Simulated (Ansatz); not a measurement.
Molecule: sum formula SiClF, net charge -1, doublet state. 
Structure (B3LYP-D3(BJ)/def2-TZVP (Ansatz, a first-principles code) minimum search):
```
Si
F 1 1.6849
Cl 1 2.2893 2 97.61
```
Charge -1, spin multiplicity 2.

Basis-set convergence of Hartree-Fock and MP2 correlation energies (hartree) with Ansatz. Valence correlation only, unless marked. UHF or UKS for open shells. No spin-orbit coupling. No relativistic terms.

```json
[
 {"basis": "aug-cc-pV(D+d)Z", "functions": "87", "E(HF)": "-847.99939", "E(corr, MP2)": "-0.44234"},
 {"basis": "aug-cc-pV(T+d)Z", "functions": "156", "E(HF)": "…", "E(corr, MP2)": "…"}
]
```

Q: Some entries are withheld; supply them.

A: 
- aug-cc-pV(T+d)Z, E(HF): -848.04895
- aug-cc-pV(T+d)Z, E(corr, MP2): -0.55719
